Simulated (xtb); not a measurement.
H$_{4}$Si, charge +1, doublet, from a rough starting geometry (a state made from the parent by changing its charge; the spin is typed, not shown lowest); GFN2-xTB (xtb).

xtb was given this input:
```
$ xtb mol.xyz --gfn 2 --chrg 1 --uhf 1 --opt vtight --json

# file mol.xyz
5

Si     0.01167163    -0.00958390    -0.00155757
H      0.87032804     0.90583390     0.85367544
H     -0.91039342    -0.86734872     0.85268728
H     -0.86301635     0.90383134    -0.88426618
H      0.82021109    -0.88534216    -0.88266684
```

**Question.** What does xtb print? Leave out banner, timings and long lists.

**Answer.** 
```
   ID    Z sym.   atoms
    1   14 Si     1
    2    1 H      2-5

           -------------------------------------------------
          |                Calculation Setup                |
           -------------------------------------------------

           -------------------------------------------------
          |                 G F N 2 - x T B                 |
           -------------------------------------------------

          ...................................................
          :                      SETUP                      :
          :.................................................:
          :  # basis functions                  14          :
          :  # atomic orbitals                  13          :
          :  # shells                            7          :
          :  # electrons                         7          :
          :  max. iterations                   250          :
          :  Hamiltonian                  GFN2-xTB          :
          :  restarted?                      false          :
          :  GBSA solvation                  false          :
          :  PC potential                    false          :
          :  electronic temp.          300.0000000     K    :
          :  accuracy                    1.0000000          :
          :  -> integral cutoff          0.2500000E+02      :
          :  -> integral neglect         0.1000000E-07      :
          :  -> SCF convergence          0.1000000E-05 Eh   :
          :  -> wf. convergence          0.1000000E-03 e    :
          :  Broyden damping             0.4000000          :
          :  net charge                          1          :
          :  unpaired electrons                  1          :
          ...................................................

 iter      E             dE          RMSdq      gap      omega  full diag
   1     -3.1972338 -0.319723E+01  0.587E+00    6.55       0.0  T
   2     -3.2216469 -0.244131E-01  0.466E+00    5.71       1.0  T
   3     -3.2258834 -0.423652E-02  0.446E+00    5.69       1.0  T
   4     -3.2323870 -0.650358E-02  0.297E+00    5.75       1.0  T
   5     -3.2374234 -0.503649E-02  0.128E+00    5.81       1.0  T
   6     -3.2377244 -0.300940E-03  0.955E-01    5.88       1.0  T
   7     -3.2381204 -0.396007E-03  0.595E-01    5.89       1.0  T
   8     -3.2378433  0.277104E-03  0.802E-01    5.85       1.0  T
   9     -3.2380460 -0.202690E-03  0.616E-01    5.87       1.0  T
[...]
 * total energy  :    -3.2340964 Eh     change       -0.5690543E-03 Eh
 * total energy  :    -3.2345679 Eh     change       -0.4714890E-03 Eh
 * total energy  :    -3.2348606 Eh     change       -0.2926949E-03 Eh
 * total energy  :    -3.2349748 Eh     change       -0.1142284E-03 Eh
 * total energy  :    -3.2350186 Eh     change       -0.4378987E-04 Eh
 * total energy  :    -3.2350050 Eh     change        0.1360191E-04 Eh
 * total energy  :    -3.2350304 Eh     change       -0.2545136E-04 Eh
 * total energy  :    -3.2350317 Eh     change       -0.1230542E-05 Eh
 * total energy  :    -3.2350346 Eh     change       -0.2919785E-05 Eh
 * total energy  :    -3.2350351 Eh     change       -0.4855598E-06 Eh
 * total energy  :    -3.2350354 Eh     change       -0.2820539E-06 Eh
 * total energy  :    -3.2350354 Eh     change       -0.2746260E-07 Eh
   *** GEOMETRY OPTIMIZATION CONVERGED AFTER 19 ITERATIONS ***
         :: total energy              -3.235035380872 Eh    ::
[...]
        13                          1.2910038              35.1300
      -------------------------------------------------------------
                  HL-Gap            0.1034712 Eh            2.8156 eV
             Fermi-level           -0.6044113 Eh          -16.4469 eV

     #   Z          covCN         q      C6AA      α(0)
     1  14 Si       3.602     0.476    98.650    19.075
     2   1 H        0.901     0.131     1.531     1.936
     3   1 H        0.901     0.131     1.531     1.936
     4   1 H        0.901     0.131     1.531     1.936
     5   1 H        0.901     0.131     1.531     1.936

 Mol. C6AA /au·bohr⁶  :        219.418934
 Mol. C8AA /au·bohr⁸  :      10183.224010
 Mol. α(0) /au        :         26.817326

Wiberg/Mayer (AO) data.
largest (>0.10) Wiberg bond orders for each atom

 ---------------------------------------------------------------------------
     #   Z sym  total        # sym  WBO       # sym  WBO       # sym  WBO
 ---------------------------------------------------------------------------
     1  14 Si   3.217 --     5 H    0.804     2 H    0.804     3 H    0.804
                             4 H    0.804
     2   1 H    0.957 --     1 Si   0.804     5 H    0.101
     3   1 H    0.957 --     1 Si   0.804     4 H    0.101
     4   1 H    0.957 --     1 Si   0.804     3 H    0.101
     5   1 H    0.957 --     1 Si   0.804     2 H    0.101
 ---------------------------------------------------------------------------

Topologies differ in total number of bonds
Writing topology from bond orders to xtbtopo.mol

molecular dipole:
                 x           y           z       tot (Debye)
 q only:       -0.027       0.018      -0.023
   full:       -0.027       0.018      -0.023       0.101
molecular quadrupole (traceless):
                xx          xy          yy          xz          yz          zz
 q only:       -2.137       0.084       1.067       0.003      -0.001       1.070
  q+dip:       -3.921       0.154       1.958       0.004      -0.001       1.963
   full:        0.277      -0.012      -0.139       0.001      -0.001      -0.138

optimized geometry written to: xtbopt.xyz

           -------------------------------------------------
          | TOTAL ENERGY               -3.235035380872 Eh   |
          | GRADIENT NORM               0.000044639766 Eh/α |
          | HOMO-LUMO GAP               2.815594105065 eV   |
           -------------------------------------------------

normal termination of xtb
```
